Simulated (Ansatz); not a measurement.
A run for Ansatz (an electronic-structure program): R-PBE/def2-TZVPPD on H2 (SMILES [H][H]). Files ending in .json are basis or fitting sets from the Basis Set Exchange.

Ansatz 0.2 input:
```yaml
crystal:
  periodic: [false, false, false]
  atoms:
    - {symbol: H, position_ang: [-0.22628332, 0.23400342, 3.00453646]}
    - {symbol: H, position_ang: [0.02007311, -0.34363215, 2.60559713]}
basis:
  gaussian:
    orbitals: def2-TZVPPD.json
hamiltonian:
  xc: {name: PBE}
scf: {lower_state_search: off}
```

Problem. Give the final energy of this run.

Solution. -1.1661 hartree.
